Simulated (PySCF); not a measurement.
ReBr4, SMILES [Br][Re]([Br])([Br])[Br] (connectivity only; charge and spin as stated), neutral, multiplicity 4.

Coordinates come from a r2SCAN-D4/def2-SVP optimisation. The multiplicity is an assumed one; other spin states were not compared. The def2 effective core potentials stand for the cores of Re; spin–orbit coupling is left out.

Level of theory: TDA-PBE/def2-SVPD (PySCF).

Vertical excitations; the highest root listed may be one member of a degenerate set. 

Computed lowest excited states:
```
state    energy (eV)  λ (nm)      f                                       main pairs
-------  -----------  ------  -----  -----------------------------------------------
root 1          0.85    1465  0.000                     α HOMO→LUMO (degenerate set)
root 2          0.85    1465  0.000                   α HOMO→LUMO+1 (degenerate set)
root 3          1.41     876  0.000  α HOMO−2→LUMO+1, α HOMO−1→LUMO (degenerate set)
root 4          1.41     876  0.000  α HOMO−2→LUMO, α HOMO−1→LUMO+1 (degenerate set)
root 5          1.57     789  0.007  α HOMO−1→LUMO+1, α HOMO−2→LUMO (degenerate set)
root 6          1.57     789  0.007  α HOMO−1→LUMO, α HOMO−2→LUMO+1 (degenerate set)
root 7          2.78     447  0.010                     β HOMO→LUMO (degenerate set)
root 8          2.78     447  0.010                   β HOMO−1→LUMO (degenerate set)
root 9          2.85     435  0.004  α HOMO−5→LUMO+1, β HOMO→LUMO+1 (degenerate set)
root 10         2.85     435  0.004  α HOMO−5→LUMO, β HOMO−1→LUMO+1 (degenerate set)
```
Unrestricted roots are not spin-pure.
